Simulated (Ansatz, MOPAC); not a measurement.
The molecule ZnSe, closed-shell singlet (lowest of 2S+1 = 1, 3 at CCSD(T)/def2-TZVPP on PBE0 minima; our sources give no spin for the ground state, which may be another). No spin–orbit coupling. Zn is treated without relativity. Se is treated without relativity.

Seven points along R, fitted to fifth degree in 1/R; most abundant isotopes. In def2 and cc sets the state is the lowest found near the PBE0 minimum, followed along R. The singlet is held restricted. HF and MP2 rows in def2 and cc sets belong to the determinant that coupled cluster picked by its CCSD energy.

Correlated levels freeze the inner cores; with def2 sets outer-core shells near the valence are correlated too. CBS: X⁻³ extrapolation of the correlation energy, Hartree–Fock from the larger set. The state that PM7 reach isn't checked; PM7 holds dispersion and hydrogen-bond terms.

Codes used: Ansatz (a quantum-chemistry and plane-wave program); MOPAC for PM7 (differences of heats of formation). Values without a source in brackets are computed.

```json
[
 {"level": "PM7", "r_e (Å)": "2.140", "ω_e (cm⁻¹)": "259", "ω_e x_e (cm⁻¹)": "0.32", "dipole (D)": "-"},
 {"level": "HF/def2-QZVPP", "r_e (Å)": "2.212", "ω_e (cm⁻¹)": "314", "ω_e x_e (cm⁻¹)": "1.5", "dipole (D)": "-"},
 {"level": "B3LYP/def2-TZVPP", "r_e (Å)": "2.202", "ω_e (cm⁻¹)": "313", "ω_e x_e (cm⁻¹)": "1.2", "dipole (D)": "4.84"},
 {"level": "BHLYP/def2-TZVPP", "r_e (Å)": "2.194", "ω_e (cm⁻¹)": "320", "ω_e x_e (cm⁻¹)": "1.3", "dipole (D)": "5.58"},
 {"level": "MP2/CBS(def2-TZVPP, def2-QZVPP)", "r_e (Å)": "2.130", "ω_e (cm⁻¹)": "353", "ω_e x_e (cm⁻¹)": "0.89", "dipole (D)": "-"},
 {"level": "SCS-MP2/def2-QZVPP", "r_e (Å)": "2.164", "ω_e (cm⁻¹)": "?", "ω_e x_e (cm⁻¹)": "0.95", "dipole (D)": "-"},
 {"level": "CCSD(T)/def2-QZVPP", "r_e (Å)": "2.173", "ω_e (cm⁻¹)": "329", "ω_e x_e (cm⁻¹)": "1.1", "dipole (D)": "-"},
 {"level": "CCSD(T)/CBS(def2-TZVPP, def2-QZVPP)", "r_e (Å)": "?", "ω_e (cm⁻¹)": "?", "ω_e x_e (cm⁻¹)": "1.1", "dipole (D)": "-"}
]
```

Fill in the missing entries.


- CCSD(T)/CBS(def2-TZVPP, def2-QZVPP), r_e (Å): 2.161
- CCSD(T)/CBS(def2-TZVPP, def2-QZVPP), ω_e (cm⁻¹): 334
- SCS-MP2/def2-QZVPP, ω_e (cm⁻¹): 336

Doubts at one or more of the structures used: a restricted determinant that unrestricted orbitals would lower (HF/def2-QZVPP, MP2/CBS(def2-TZVPP, def2-QZVPP), SCS-MP2/def2-QZVPP, CCSD(T)/def2-QZVPP, CCSD(T)/CBS(def2-TZVPP, def2-QZVPP)).
